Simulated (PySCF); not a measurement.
Job file and geometry (Å, from GFN2-xTB) of a spin–spin coupling run on `N#C[C@@H]1CC[Se]C1`, C5H7NSe, PySCF, B3LYP/pcJ-1 Se:pcSseg-1 indirect spin-spin coupling, non-relativistic, gas phase; density fitting, a coarse starting grid and PySCF grid level 2 are the driver's defaults:

```
$ OMP_NUM_THREADS=1 python probes_run.py task.json out

{"job": {"kind": "j", "xc": "B3LYP", "basis": "pcJ-1"}, "charge": 0, "multiplicity": 1}
N     -2.852787    -1.035775    -1.007132
C     -1.838502    -0.541742    -0.825048
C     -0.561108     0.077502    -0.569710
C      0.452532    -0.924924    -0.003062
C      1.711542    -0.142855     0.324455
Se     1.107565     1.565149     1.132082
C     -0.716809     1.194955     0.460122
H     -0.178153     0.486657    -1.512641
H      0.039435    -1.376000     0.902098
H      0.665708    -1.720197    -0.719952
H      2.357176    -0.659496     1.032616
H      2.282080     0.098330    -0.574336
H     -1.331943     0.872026     1.302698
H     -1.137414     2.105896     0.035643
```

Task: Write the output of this run.

Result: 
```
coarse grid: 55656 points
cycle   1  E = -2650.7686756074  dE = -1.837e-01  |g| = 8.306e-01  |ddm| = 3.427e+00
cycle   2  E = -2650.6138640817  dE =  1.548e-01  |g| = 1.063e+00  |ddm| = 1.233e+00
cycle   3  E = -2650.7830921279  dE = -1.692e-01  |g| = 4.949e-01  |ddm| = 1.068e+00
cycle   4  E = -2650.8316550407  dE = -4.856e-02  |g| = 9.116e-02  |ddm| = 3.248e-01
cycle   5  E = -2650.8329224899  dE = -1.267e-03  |g| = 3.398e-02  |ddm| = 1.104e-01
cycle   6  E = -2650.8332396203  dE = -3.171e-04  |g| = 5.090e-03  |ddm| = 3.863e-02
cycle   7  E = -2650.8332444346  dE = -4.814e-06  |g| = 1.686e-03  |ddm| = 5.013e-03
final grid: 117712 points
cycle   8  E = -2650.8332128110  dE =  2.574e-07  |g| = 2.147e-03  |ddm| = 4.446e-03
cycle   9  E = -2650.8332119698  dE =  8.412e-07  |g| = 2.932e-03  |ddm| = 4.574e-03
cycle  10  E = -2650.8332137914  dE = -1.822e-06  |g| = 6.383e-04  |ddm| = 2.546e-03
cycle  11  E = -2650.8332138781  dE = -8.665e-08  |g| = 6.355e-05  |ddm| = 4.453e-04
cycle  12  E = -2650.8332138790  dE = -9.486e-10  |g| = 2.269e-05  |ddm| = 9.128e-05
converged SCF energy = -2650.8332138790

Indirect spin-spin couplings (Hz)
  i      j    bonds     total        FC       PSO       DSO        SD
  0 N    1 C    1    -21.191   -14.931     0.089    -0.010    -6.340
  0 N    2 C    2      2.995     2.690     0.354     0.056    -0.104
  0 N    3 C    3     -0.574    -0.612     0.021     0.021    -0.004
  0 N    6 C    3     -0.705    -0.695     0.001     0.016    -0.026
  0 N    7 H    3     -1.399    -1.191    -0.421     0.180     0.033
  1 C    2 C    1     68.121    69.646    -1.844     0.319         -
  1 C    3 C    2     -0.591    -0.605    -0.066     0.080         -
  1 C    4 C    3      7.894     7.852     0.066    -0.024         -
  1 C    6 C    2     -1.005    -1.043    -0.066     0.104         -
  1 C    7 H    2     -8.393    -8.429    -0.093     0.129         -
  1 C    8 H    3      3.313     3.188    -0.148     0.273         -
  1 C    9 H    3      1.352     1.258    -0.085     0.179         -
  1 C   10 H    4      0.681     0.644     0.276    -0.238         -
  1 C   11 H    4     -0.363    -0.431     0.211    -0.143         -
  1 C   12 H    3      4.495     4.323    -0.185     0.357         -
  1 C   13 H    3      0.875     0.759    -0.012     0.129         -
  2 C    3 C    1     33.954    34.140    -0.497     0.310         -
  2 C    4 C    2      2.781     2.947    -0.275     0.108         -
  2 C    6 C    1     35.056    35.360    -0.648     0.343         -
  2 C    7 H    1    144.169   142.482     0.370     1.317         -
  2 C    8 H    2     -4.010    -4.097    -0.066     0.152         -
  2 C    9 H    2     -1.587    -1.678     0.020     0.071         -
  2 C   10 H    3     10.724    10.691     0.352    -0.319         -
  2 C   11 H    3      0.470     0.422    -0.119     0.167         -
  2 C   12 H    2     -2.212    -2.349    -0.016     0.152         -
  2 C   13 H    2     -2.207    -2.359     0.037     0.115         -
  3 C    4 C    1     34.464    35.083    -0.921     0.302         -
  3 C    6 C    2      1.542     1.731    -0.282     0.093         -
  3 C    7 H    2     -4.777    -4.879     0.001     0.100         -
  3 C    8 H    1    141.011   139.357     0.542     1.112         -
  3 C    9 H    1    140.002   138.350     0.635     1.018         -
  3 C   10 H    2     -1.594    -1.717     0.102     0.021         -
  3 C   11 H    2     -2.287    -2.358     0.022     0.049         -
  3 C   12 H    3      0.560     0.509    -0.065     0.116         -
  3 C   13 H    3      8.392     8.374     0.383    -0.365         -
  4 C    6 C    2      0.876     0.778     0.070     0.029         -
  4 C    7 H    3      2.624     2.512    -0.155     0.267         -
  4 C    8 H    2     -4.365    -4.442    -0.054     0.131         -
  4 C    9 H    2      0.047    -0.139     0.124     0.062         -
  4 C   10 H    1    153.526   151.905     0.431     1.191         -
  4 C   11 H    1    150.948   149.240     0.483     1.225         -
  4 C   12 H    3     -0.120    -0.112     0.213    -0.221         -
  4 C   13 H    3      3.239     3.349     0.329    -0.439         -
  6 C    7 H    2     -5.024    -5.170    -0.042     0.188         -
  6 C    8 H    3      3.085     2.970    -0.149     0.264         -
  6 C    9 H    3     11.339    11.279     0.394    -0.334         -
  6 C   10 H    3      3.074     3.187     0.322    -0.435         -
  6 C   11 H    3     -0.159    -0.155     0.221    -0.225         -
  6 C   12 H    1    155.078   153.478     0.312     1.289         -
  6 C   13 H    1    155.240   153.663     0.334     1.243         -
  7 H    8 H    3     14.190    13.995     2.572    -2.378         -
  7 H    9 H    3      4.840     4.630     0.007     0.203         -
  7 H   10 H    4     -0.203    -0.216     1.543    -1.531         -
  7 H   11 H    4      0.233    -0.230    -1.266     1.729         -
  7 H   12 H    3     13.915    13.668     2.497    -2.250         -
  7 H   13 H    3      7.734     7.277    -0.274     0.732         -
  8 H    9 H    2    -13.032   -13.487     2.182    -1.727         -
  8 H   10 H    3      7.832     7.411    -0.173     0.595         -
  8 H   11 H    3     14.498    14.283     2.522    -2.307         -
  8 H   12 H    4      0.235    -0.227    -1.275     1.737         -
  8 H   13 H    4     -0.219    -0.226     1.584    -1.576         -
  9 H   10 H    3      1.357     1.095     0.854    -0.592         -
  9 H   11 H    3      6.252     5.907    -0.059     0.403         -
  9 H   12 H    4     -0.405    -0.477     1.493    -1.420         -
  9 H   13 H    4      1.065     1.056     1.763    -1.754         -
 10 H   11 H    2     -9.987   -11.008     2.534    -1.513         -
 10 H   12 H    4     -0.776    -0.375     0.836    -1.238         -
 10 H   13 H    4     -0.909    -0.154     1.671    -2.426         -
 11 H   13 H    4     -0.810    -0.407     0.863    -1.266         -
 12 H   13 H    2    -10.265   -11.298     2.358    -1.324         -
```

Size and cost of the density-fitted run: 273 basis functions, 100 s wall time on 1 thread of an Arm Neoverse V1, shared host.
